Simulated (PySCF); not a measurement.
Tin: a sound run and one with changed settings

Sound run: Sn⁺ [Kr] 4d10 5s2 5p1, Sn²⁺ [Kr] 4d10 5s2. Calculation: PySCF 2.14, in cc-pVTZ-PP with ECP28MDF (5s4p3d1f, 39 functions); a scalar-relativistic core potential. The sound run starts from symmetry-adapted Hartree-Fock orbitals and uses a fine grid where one is needed.

Changed run: radial step 0.5 in ln r (0.13 in the sound run). This setting is unsound on purpose.

```tsv
species	method	sound run (hartree)	changed run (hartree)	converged
Sn⁺	UHF	-213.08826	-213.08826	yes
Sn⁺	MN15	-213.52359	-213.68809	yes
Sn⁺	M06-2X	-213.93058	-214.02886	yes
Sn²⁺	UHF	-212.58327	-212.58327	yes
Sn²⁺	MN15	-212.99905	-213.16990	yes
Sn²⁺	M06-2X	-213.41133	-213.51099	yes
```

Ionisation energy of Sn⁺:

| method | sound run (eV) | changed run (eV) |
| --- | --- | --- |
| UHF | 13.741 | 13.741 |
| MN15 | 14.273 | 14.101 |
| M06-2X | 14.130 | 14.092 |

A coarse radial grid mis-integrates the density and the exchange-correlation energy, with errors of either sign; Hartree-Fock needs no grid.

For comparison, NIST gives 14.633 eV between the lowest levels.
